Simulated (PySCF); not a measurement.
C₂H₉NSi₃, SMILES [SiH3]C1=N[SiH2][SiH2]C1. Atoms are numbered in the order given.

```xyz
15

Si     2.6958    -0.1749    -0.3476
C      0.8039    -0.0324    -0.0911
N      0.1322    -0.9429    -0.6821
Si    -1.6441    -0.9414    -0.5316
Si    -1.6933     0.9657     0.8257
C      0.2191     1.0921     0.7584
H      3.4275     0.9286     0.3518
H      3.1555    -1.4848     0.1987
H      2.9891    -0.1045    -1.8084
H     -2.2575    -0.8242    -1.8872
H     -2.0914    -2.2240     0.0866
H     -2.3415     2.1784     0.2422
H     -2.1790     0.7722     2.2250
H      0.5493     2.0615     0.3450
H      0.6656     1.0466     1.7675
```

Coordinates come from a PBE0-D3(BJ)/def2-SVP optimisation. This is a generated structure with no PubChem entry under its InChIKey; it may be hypothetical. Other conformers were not sampled.

Two levels are set side by side: PBE/pcSseg-1 (PySCF) and PBE0/pcSseg-1 (PySCF). GIAO shifts against NH3 (¹⁵N), TMS (²⁹Si), TMS (¹H), TMS (¹³C) at the same level; non-relativistic, no solvent, atoms listed together averaged. Differences are taken from unrounded values.

```json
[
 {"quantity": "δ(²⁹Si) of Si1 (ppm)", "PBE0": "-79.9"},
 {"quantity": "δ(¹³C) of C2 (ppm)", "PBE0": "213.6"},
 {"quantity": "δ(¹⁵N) of N3 (ppm)", "PBE0": "450.3"},
 {"quantity": "δ(²⁹Si) of Si4 (ppm)", "PBE0": "-22.0"},
 {"quantity": "δ(²⁹Si) of Si5 (ppm)", "PBE0": "-88.6"},
 {"quantity": "δ(¹³C) of C6 (ppm)", "PBE0": "38.8"},
 {"quantity": "δ(¹H) of H10, H11 (ppm)", "PBE0": "5.51"},
 {"quantity": "δ(¹H) of H12, H13 (ppm)", "PBE0": "3.68"},
 {"quantity": "δ(¹H) of H14, H15 (ppm)", "PBE0": "2.87"}
]
```

Task: What does PBE give, and how far is it from PBE0? (An estimate is asked for; the answer gives what the named calculation found.)

Result: 
```tsv
quantity	PBE	PBE minus PBE0
δ(²⁹Si) of Si1 (ppm)	-86.4	-6.5
δ(¹³C) of C2 (ppm)	211.3	-2.4
δ(¹⁵N) of N3 (ppm)	442.0	-8.3
δ(²⁹Si) of Si4 (ppm)	-23.4	-1.4
δ(²⁹Si) of Si5 (ppm)	-93.4	-4.8
δ(¹³C) of C6 (ppm)	42.5	3.6
δ(¹H) of H10, H11 (ppm)	5.67	0.15
δ(¹H) of H12, H13 (ppm)	3.69	0.01
δ(¹H) of H14, H15 (ppm)	3.07	0.20
```

Rough cost on one machine, each run with all the roots and properties that it gave: PBE0 against PBE within a factor of 2.
